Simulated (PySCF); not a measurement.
C₂Cl₃, SMILES Cl[C]=C(Cl)Cl, multiplicity 2. Geometry: PBE0-D3(BJ)/def2-SVP. The isomer is the one that the SMILES or the coordinates give; other isomers of the formula were not compared.

The numbers are results of PBE0-D3(BJ)/def2-SVP (PySCF), not measurements.

Harmonic wavenumbers (cm⁻¹): 129, 202, 266, 396, 463, 612, 879, 913, 1734. Rotational constants (GHz): 3.715, 1.480, 1.058; symmetry number 1.

Problem. Work out the zero-point energy and the ideal-gas rigid-rotor harmonic-oscillator thermochemistry at 298.15 K and 1 atm.

Solution. ZPE = ½ Σ hcν = ½ × 5593 cm⁻¹ = 8.00 kcal/mol. H − E(el) = 11.96 kcal/mol. Entropy in cal/(mol K): translation 40.51, rotation 28.40, vibration 9.16, spin 1.38, total 79.45. G − E(el) = -11.73 kcal/mol. Cp = 18.31 cal/(mol K). Modes under 150 cm⁻¹ make the vibrational entropy uncertain.
